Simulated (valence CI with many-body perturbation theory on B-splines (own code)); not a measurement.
**A CI+MBPT run for Ir LXIII**

Calculated by configuration interaction combined with many-body perturbation theory (CI+MBPT): five valence electrons over a frozen Dirac-Fock core [Ne], radial functions for each j: 6 s, 6 p, 5 d, 3 f, 1 g, with the one-electron correlation potential Σ1 (screened to all orders), the two-electron term Σ2, the three-electron term Σ3, Breit, model QED; selected single and double excitations, second order for the rest, scaled by the run's own slope (own B-spline code, finite nucleus).

Command, and the settings that its task file holds:

```sh
python run_cv.py task.json out
```

```
atom Ir  Z=77  mass_number=193  rms_radius_fm=5.4032
core [Ne]
valence 3s2 3p3
avg = 1
basis = S
breit = 1
cap = 20000
capref = 1200
cscale = 1
de = 0.0
dress = 0
eps = 2e-08
extrap = 1
h = 0.27
hh = 1
l2 = 3
lcore = 6
maxit = 60
n2 = 5
natural = 1
nlev = 30
nno = [3, 3, 3, 2, 1]
nroot = 26
nsp = [3, 3, 2, 1, 0]
pt2 = 1
qed = 1
rpa = 1
s1 = 1
s2 = 1
s3 = 1
screen = 1
tol = 2e-05
whole = 1
```

It took 25 s on 1 thread of Intel(R) Xeon(R) 6975P-C (Granite Rapids) (shared host).

Log. The first blocks belong to the next ion, which gives the ionisation energy. Fields: 2J, parity (1 odd), roots, reference size, generating configurations, candidates as configurations/state functions, variational space P, stored matrix elements, Davidson steps; e2 is the range of second-order energies in hartree. The first line gives the box (bohr), its intervals, the orbitals and the steps of their self-consistent field. Window is the range of levels sought, series limit the energy at which the first omitted orbital would enter, core excitation an estimate of the first excitation out of the core, left out the lowest levels not solved, and shifts from estimates the range by which levels moved from their first estimate, all in cm⁻¹.

```
rmax 1.3 intervals 54 orbitals 36 references ['3s2 3p3', '3s2 3p2 3d', '3s 3p4', '3s2 3p 3d2', '3s 3p3 3d'] scf 3 t 0.6
2J=0 par=0 roots 2 ref 24 generators 6 cand 2710/4112 P 1077/1577 nnz 0 it 5
2J=0 par=0 roots 2 ref 24 generators 8 cand 2103/3529 P 1535/2297 nnz 0 it 5
   second order: generators 12 cand 2105/3681 e2 -0.00001 -0.00000
reference levels 559, estimated 88, window 7101156 1/cm; series limit 35935453, core excitation 72536541
2J=3 par=1 roots 6 ref 66 generators 13 cand 6721/58056 P 1036/4000 nnz 1.6e+06 it 5
2J=3 par=1 roots 6 ref 66 generators 22 cand 7451/70628 P 3489/19996 nnz 2.8e+07 it 8
   second order: generators 33 cand 7228/87715 e2 -0.00034 -0.00004
2J=3 par=0 roots 7 ref 71 generators 11 cand 7243/68296 P 976/3997 nnz 1.7e+06 it 6
2J=3 par=0 roots 7 ref 71 generators 23 cand 7772/75072 P 3362/19990 nnz 3.1e+07 it 10
   second order: generators 29 cand 6614/72688 e2 -0.00025 -0.00008
2J=5 par=0 roots 7 ref 74 generators 12 cand 7320/81677 P 945/3999 nnz 1.8e+06 it 5
2J=5 par=0 roots 7 ref 74 generators 21 cand 7584/89714 P 3136/19985 nnz 3.2e+07 it 10
   second order: generators 32 cand 7873/110823 e2 -0.00057 -0.00017
2J=5 par=1 roots 5 ref 65 generators 10 cand 6835/75381 P 889/3998 nnz 1.8e+06 it 6
2J=5 par=1 roots 5 ref 65 generators 21 cand 7852/90249 P 3094/19988 nnz 3.1e+07 it 8
   second order: generators 28 cand 7887/108470 e2 -0.00082 -0.00018
2J=1 par=1 roots 4 ref 41 generators 10 cand 6190/33884 P 1263/4000 nnz 1.5e+06 it 5
2J=1 par=1 roots 4 ref 41 generators 18 cand 6781/38859 P 3922/15546 nnz 1.5e+07 it 7
   second order: generators 28 cand 5866/43935 e2 -0.00006 -0.00003
2J=1 par=0 roots 5 ref 44 generators 14 cand 6647/38203 P 1333/3997 nnz 1.5e+06 it 7
2J=1 par=0 roots 5 ref 44 generators 20 cand 6801/41024 P 4312/18054 nnz 2.1e+07 it 8
   second order: generators 27 cand 6144/43392 e2 -0.00006 -0.00002
2J=7 par=0 roots 4 ref 54 generators 10 cand 6808/77693 P 867/3990 nnz 1.8e+06 it 5
2J=7 par=0 roots 4 ref 54 generators 15 cand 7334/86389 P 2778/20000 nnz 3.6e+07 it 6
   second order: generators 22 cand 6676/89606 e2 -0.00021 -0.00010
2J=9 par=0 roots 2 ref 34 generators 6 cand 4767/53229 P 895/3995 nnz 1.9e+06 it 5
2J=9 par=0 roots 2 ref 34 generators 10 cand 5512/58913 P 2413/15556 nnz 2.4e+07 it 6
   second order: generators 21 cand 6411/76767 e2 -0.00011 -0.00008
2J=7 par=1 roots 2 ref 51 generators 6 cand 5296/55590 P 866/3983 nnz 1.9e+06 it 4
2J=7 par=1 roots 2 ref 51 generators 13 cand 7332/86430 P 2742/19999 nnz 3.4e+07 it 6
   second order: generators 21 cand 5938/72939 e2 -0.00026 -0.00014
2J=9 par=1 roots 1 ref 28 generators 4 cand 3770/35831 P 942/4000 nnz 2e+06 it 4
2J=9 par=1 roots 1 ref 28 generators 8 cand 5511/59279 P 2068/13124 nnz 1.9e+07 it 5
   second order: generators 12 cand 5115/60349 e2 -0.00010 -0.00010
left out: unestimated 10340335, estimated 7805854, shifts from estimates -61 to 74
operators 0.4
```

The Davidson iterations converged.

The last digits are not significant, and no measured levels were compared; by estimate large intervals hold to a few tenths of a per cent, small ones and those within an open d or f shell to about a per cent.

```
Valence energy                            : -1358.85 hartree
Ionisation energy                         : 6711.2 eV (NIST: 6708 ± 15 eV (theoretical))
Reference configurations for the orbitals : 3s2 3p3, 3s2 3p2 3d, 3s 3p4, 3s2 3p 3d2, 3s 3p3 3d
Radial orbitals                           : 36
Box radius                                : 1.338 bohr
Largest variational space                 : 20000
Lowest levels                             : (3s^2 3p1/2^2 3p3/2) J=3/2 0.000, (3s^2 3p1/2^2 3d3/2) J=3/2 17.770, (3s^2 3p1/2^2 3d5/2) J=5/2 25.997, (3s^2 3p1/2 3p3/2^2) J=3/2 30.538, (3s^2 3p1/2 3p3/2^2) J=5/2 31.443, (3s^2 3p1/2 3p3/2^2) J=1/2 32.635, (3s 3p1/2^2 3p3/2^2) J=5/2 44.209, (3s 3p1/2^2 3p3/2^2) J=3/2 46.468, (3s 3p1/2^2 3p3/2^2) J=1/2 46.660, (3s^2 3p1/2 3p3/2 3d3/2) J=5/2 [a] 48.095, (3s^2 3p1/2 3p3/2 3d3/2) J=1/2 [a] 48.358, (3s^2 3p1/2 3p3/2 3d3/2) J=3/2 [a] 48.389, (3s^2 3p1/2 3p3/2 3d3/2) J=7/2 49.046, (3s^2 3p1/2 3p3/2 3d3/2) J=5/2 [b] 51.360 Ry
```

Levels are named by their leading jj configuration (3d3/2^4 stands for four electrons in 3d with j = 3/2), which in mixed levels can hold well under half, so a name can repeat and another be missing. Letters in brackets count levels of one name in rising energy.
